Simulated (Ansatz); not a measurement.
One change: `FCO[SiH2][SeH]` becomes `FCO[SiH2]Br`.

Ansatz, PBE0-D4/def2-TZVP geometries, multiplicity 1. Each molecule was computed in one conformer, which needn't be the lowest.

Scalar relativity is left out up to krypton.

| property | `FCO[SiH2][SeH]` |
| --- | --- |
| size of the dipole moment (PBE/def2-TZVPP) / D | 1.46 |
| LUMO energy (PBE0/def2-TZVPP) / eV | -0.09 |
| LUMO energy (PBE/def2-TZVPP) / eV | -0.98 |
| LUMO energy (ωB97M-V/def2-TZVPP) / eV | 1.71 |
| HOMO energy (B3LYP/def2-TZVPP) / eV | -7.18 |
| HOMO–LUMO gap (PBE/def2-TZVPP) / eV | 5.30 |

(1) What does the change do to each property? (An estimate is asked.)

Results:

(1) The calculation gave: 
```json
{"property": "size of the dipole moment (PBE/def2-TZVPP) / D", "`FCO[SiH2]Br`": "0.99", "shift": "-0.47"}
{"property": "LUMO energy (PBE0/def2-TZVPP) / eV", "`FCO[SiH2]Br`": "0.10", "shift": "0.19"}
{"property": "LUMO energy (PBE/def2-TZVPP) / eV", "`FCO[SiH2]Br`": "-0.80", "shift": "0.18"}
{"property": "LUMO energy (ωB97M-V/def2-TZVPP) / eV", "`FCO[SiH2]Br`": "1.90", "shift": "0.19"}
{"property": "HOMO energy (B3LYP/def2-TZVPP) / eV", "`FCO[SiH2]Br`": "-8.31", "shift": "-1.13"}
{"property": "HOMO–LUMO gap (PBE/def2-TZVPP) / eV", "`FCO[SiH2]Br`": "6.47", "shift": "1.17"}
```

With PBE0 the HOMO falls by 1.12 eV and the LUMO rises by 0.19 eV, so the gap widens by about 1.31 eV. PBE moves the HOMO by -0.98 eV and ωB97M-V by -1.17 eV. Dipoles are sizes alone; their direction can turn.

B3LYP here is the variant with VWN-RPA as its local correlation; programs differ in this.

Spin–orbit coupling is left out; it splits and shifts lone-pair levels of the heavy atoms by tenths of an eV.
